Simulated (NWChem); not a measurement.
System: MoHSO2F; SMILES [O]=[Mo]([OH])([F])=[S]

```xyz
6

Mo     0.0045    -0.1415    -0.0328
O      0.1085    -0.7024     1.5284
S     -0.0867     1.9649     0.0359
F     -1.5171    -0.8025    -0.8299
O      1.5193    -0.6424    -0.9729
H      2.1992    -1.2543    -0.6619
```
Atoms are numbered in this order, from 1.

Level: PBE0/def2-SVP with def2 effective core potentials on Mo (NWChem), optimised geometry, unscaled harmonic frequencies. def2 effective core potentials on Mo; no spin-orbit coupling.

Task: List the harmonic frequencies with IR intensities, and the thermochemistry.

Result: 
| frequency (cm⁻¹) | IR intensity (km/mol) |
|---|---|
| 192 | 2.6 |
| 199 | 1.9 |
| 220 | 5.8 |
| 229 | 33.3 |
| 256 | 45.3 |
| 320 | 42.5 |
| 577 | 133.2 |
| 601 | 100.0 |
| 716 | 137.9 |
| 768 | 101.2 |
| 1068 | 172.7 |
| 3886 | 342.7 |

```json
{
  "zero_point_energy": "12.9 kcal/mol",
  "thermal correction to the enthalpy at 298.15 K (with zero-point energy)": "17.5 kcal/mol",
  "heat capacity Cv": "20.6 cal/(mol K)",
  "entropy at 298.15 K and 1 atm (symmetry number 1)": "81.6 cal/(mol K)"
}
```

Rigid rotor and harmonic oscillator.
